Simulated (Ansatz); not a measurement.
B7N7H20, a nanocrystal cut from zinc blende BN (hydrogen-capped), relaxed as a singlet with RKS PBE-D4/def2-SVP in Ansatz, starting from the GFN2-xTB geometry. Force threshold 0.03 eV/Å.

Start:

```xyz
34

B     0.403    2.114    1.048
B    -1.587   -1.882    0.005
B     0.152   -0.405    1.427
B    -1.230    0.757   -0.385
B     0.914    1.679   -1.441
B     0.659   -0.838   -1.043
B     2.307    0.504    0.384
N    -2.274   -0.539   -0.373
N    -0.616    0.845    1.008
N     1.496    1.773   -0.003
N    -0.924   -1.672    1.396
N    -0.430   -2.095   -1.012
N     1.213   -0.700    0.372
N    -0.124    0.426   -1.383
H     0.851    2.191    2.155
H    -0.217    3.093    0.749
H    -2.363   -2.801    0.008
H     0.561   -0.379    2.544
H    -1.905    1.689   -0.687
H     0.293    2.657   -1.740
H     1.757    1.420   -2.251
H     1.464   -1.152   -1.860
H     2.759    0.578    1.490
H     3.149    0.244   -0.426
H    -3.021   -0.310    0.274
H    -2.694   -0.586   -1.296
H    -1.311    1.096    1.700
H     2.150    2.545   -0.004
H    -1.618   -1.492    2.113
H    -0.413   -2.498    1.689
H     0.098   -2.935   -0.799
H    -0.782   -2.207   -1.957
H     1.767   -1.509    0.626
H    -0.484    0.391   -2.328
```

**Question.** Estimate the energy that the relaxation releases and the steps that it takes.

**Answer.** 0.30 eV, in 4 steps; 44 s on 2 threads of AMD EPYC 7R13 on a shared host and a share (18 GiB) of an NVIDIA H100 80GB HBM3. No frequencies were taken in this run, so the end may be a saddle point.

**Question.** Does the start keep its bonding and symmetry?

**Answer.** By distances, no bond broke or formed. The bond that changes most is B5–H21, from 1.20 to 1.23 Å (atoms count from 1). Point group C3v at the start, C3v at the end, both within 0.05 Å.

**Question.** Predict the relaxed structure.

**Answer.** 
```xyz
34

B     0.409    2.140    1.059
B    -1.603   -1.901    0.004
B     0.147   -0.425    1.451
B    -1.258    0.756   -0.391
B     0.926    1.698   -1.458
B     0.662   -0.865   -1.059
B     2.335    0.514    0.389
N    -2.281   -0.538   -0.374
N    -0.613    0.859    1.018
N     1.515    1.797   -0.004
N    -0.927   -1.676    1.402
N    -0.430   -2.100   -1.018
N     1.233   -0.699    0.376
N    -0.118    0.436   -1.395
H     0.868    2.206    2.201
H    -0.241    3.139    0.747
H    -2.396   -2.842    0.006
H     0.570   -0.397    2.600
H    -1.948    1.719   -0.701
H     0.274    2.699   -1.763
H     1.791    1.419   -2.291
H     1.494   -1.185   -1.899
H     2.788    0.586    1.533
H     3.195    0.238   -0.450
H    -3.062   -0.325    0.265
H    -2.741   -0.599   -1.295
H    -1.310    1.129    1.723
H     2.178    2.583   -0.006
H    -1.637   -1.523    2.134
H    -0.443   -2.530    1.718
H     0.079   -2.976   -0.828
H    -0.794   -2.243   -1.972
H     1.813   -1.507    0.636
H    -0.472    0.413   -2.360
```
Bond lengths: 18 × B–N 1.55 to 1.65 Å; 10 × H–N 1.03 Å; 10 × B–H 1.22 to 1.23 Å.
